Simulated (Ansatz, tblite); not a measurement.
Isomers of WO$_{3}$ (singlet), found by a short tight-binding search and relaxed with PBE0-D4/def2-TZVP in Ansatz.

In the def2 sets W takes a core potential; there is no spin–orbit coupling. The xTB rows come from tblite.

Run but left out: HF/def2-TZVPP, MP2/def2-TZVPP, CCSD/def2-TZVPP, CCSD(T)/def2-TZVPP (A: restricted singlet, unstable towards broken spin symmetry); BHLYP-D4/def2-TZVP (A: restricted singlet, unstable in another Hartree–Fock run and untested here).

A: The restricted singlet is unstable towards broken spin symmetry in Hartree–Fock (as tested in another run); at PBE-D4/def2-TZVP, r2SCAN-D4/def2-TZVP, PBE0-D4/def2-TZVP, ωB97X-V/def2-TZVP this wasn't settled. It holds 1 O–O bond.

Other spin states were run for one of them alone.

A:

Cartesian coordinates in Å:
```
W 0.494 -0.614 -0.871
O -0.046 0.677 1.719
O 0.458 0.022 0.755
O -0.906 -0.085 -1.604
```

B:

```csv
atom,x (Å),y (Å),z (Å)
W1,-0.008,0.381,0.274
O2,-1.527,-0.415,0.267
O3,1.164,-0.751,0.809
O4,0.370,0.785,-1.350
```

Estimate their order by electronic energy at PBE0-D4/def2-TZVP, counted from the lowest.

B (0.00) < A (5.83), in eV.

Do the other levels pick the same lowest one?

All that were run do. Energies above each level's lowest (eV):

```
              level     A     B
           GFN1-xTB  8.37  0.00
           GFN2-xTB  4.21  0.00
   PBE-D4/def2-TZVP  5.53  0.00
r2SCAN-D4/def2-TZVP  5.93  0.00
  PBE0-D4/def2-TZVP  5.83  0.00
  ωB97X-V/def2-TZVP  6.17  0.00
```
Point groups (tolerance 0.1 Å): A Cs, B C3v. Lower isomers may exist.
